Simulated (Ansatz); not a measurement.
Program: Ansatz. Geometries: PBE0-D4/def2-TZVP. ΔE: electronic, gas phase. CCSD(T)/CBS adds triple-zeta CCSD(T) − MP2 to the extrapolated MP2 energy (def2 sets, frozen cores). This one scheme is used for every species, atoms too. For atomizations the MP2-based limit and the directly extrapolated one differ by several kJ/mol either way, and by 10 to 25 for some Ge, Se and Sn compounds, so smaller differences from it don't rank the levels. DFT in def2-TZVPP. No spin–orbit coupling; open shells (•) take unrestricted orbitals. Spin–orbit coupling would lower the free atoms: a little for C, F, O, Si. Each species was taken in one conformer, which may not be the lowest.

`CO[Si](N)(O)F` → C• + F• + 6 H• + N• + 2 O• + Si•  (atomization)

| level | ΔE (kJ/mol) |
| --- | --- |
| LDA (SPW92) | 5547.5 |
| PBE-D4 | 4897.9 |
| revPBE-D4 | 4760.9 |
| CAM-B3LYP-D4 | 4860.3 |
| HF/def2-SVP | 3377.6 |
| MP2/def2-SVP | 4554.5 |
| CCSD(T)/def2-SVP | 4454.1 |
| HF/def2-TZVPP | 3436.4 |

Q: What does CCSD(T)/CBS give? (An estimate is asked.)

A: Computed: +4849.7 kJ/mol. The listed levels differ from it by 697.8, 48.2, -88.8, 10.6, -1472.1, -295.2, -395.6, -1413.3 kJ/mol.

Largest T1 diagnostic among the species: 0.012.

In def2-TZVPP, CCSD(T) changes the Hartree–Fock value by +1262.7 kJ/mol (the triples alone add +70.8 kJ/mol) and MP2 by +1382.4 kJ/mol; breaking electron pairs costs correlation energy, which Hartree–Fock lacks. At CCSD(T), def2-SVP lies −395.6 kJ/mol from the extrapolated value and def2-TZVPP −150.7 kJ/mol: correlation converges slowly with the basis, and small sets miss more of it in the bonded molecule than in its fragments.
